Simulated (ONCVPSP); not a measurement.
## Before and after: ONCV potential for Ba

ONCVPSP 4.0.1 input, shortened (lines: element, Z, core and valence counts, functional; n l f; lmax; l rc ep ncon nbas qcut; lloc lpopt rc5 dvloc0; l nproj debl; icmod fcfact rcfact), PBE, scalar-relativistic:

```
  Ba 56.00    9    2        4      upf
    1    0    2.00
    2    0    2.00
    2    1    6.00
    3    0    2.00
    3    1    6.00
    3    2   10.00
    4    0    2.00
    4    1    6.00
    4    2   10.00
    5    0    2.00
    5    1    6.00
    2
    0    1.80    0.00    4    8    3.30
    1    2.60    0.00    5    8    4.70
    2    2.20    0.23    4    8    5.00
    4    5    1.25    2.00
    0    2    2.50
    1    1    0.50
    2    3    1.50
    3    5.75    1.55
```

In the d channel the program set the typed energies aside and used 0.050, 1.550, 3.050 Ha.

Change: local potential polynomial inside 1.25 bohr (lpopt 5, dvloc0 6.5 Ha).

Cutoffs: the cutoffs (Ha) at which the residual kinetic energy of the hardest occupied pseudo-wave falls to 1 and 0.1 mHa per electron; they do not see the model core or the augmentation charge, which bear on the density cutoff. Errors are all-electron minus pseudo energies relative to the spin-unpolarised reference configuration.

**Question.** What does the change do?

**Answer.** The potential gets neither clearly harder nor softer (49 Ha and 57 Ha → 49 Ha and 57 Ha); the bound ghost in p, s disappears; the lowest positive-energy flag moves from none to s at 49.6 eV; of the 3 tests that both files solve, the error grows in 0 and shrinks in 3 by more than 15 % and 0.3 meV (median size 17.4 → 2.9 meV). In the separable form a ghost depends on how the local part lies against the semilocal potential of the channel, so the choice of the local part can create or remove one.

| quantity | base | changed |
| --- | --- | --- |
| cutoff, loose | 49 Ha | 49 Ha |
| cutoff, tight | 57 Ha | 57 Ha |
| bound ghosts | s, p | none |
| GHOST(+) flags under 300 eV | none | s at 49.6 eV |
| tests with a reliable result | 3 of 4 | 3 of 4 |
| error for 5s2 5p6 6s2, meV [ΔE -15.34 eV] | -23 | -4.4 |
| error for 5s2 5p6 6s1, meV [ΔE -9.98 eV] | -11 | -1.1 |
| error for 5s2 5p6 6s1.5, meV [ΔE -13.21 eV] | -17 | -2.9 |
| s: phases at 1.82 bohr within 0.05 rad from the reference energy up to (Ha; the scan ends near 5) | -0.8 | n/a |
| p: phases at 2.64 bohr within 0.05 rad from the reference energy up to (Ha; the scan ends near 5) | -0.6 | -0.2 |
| d: phases at 2.24 bohr within 0.05 rad from the reference energy up to (Ha; the scan ends near 5) | to the end of the scan | to the end of the scan |
| rms error of d²Exc/dni dnj with the model core, mHa | 5.29 | 5.28 |

 A true bound ghost makes a file unfit for plane-wave use even where its test errors are small: the radial tests pick states by their node count and pass the ghost by.
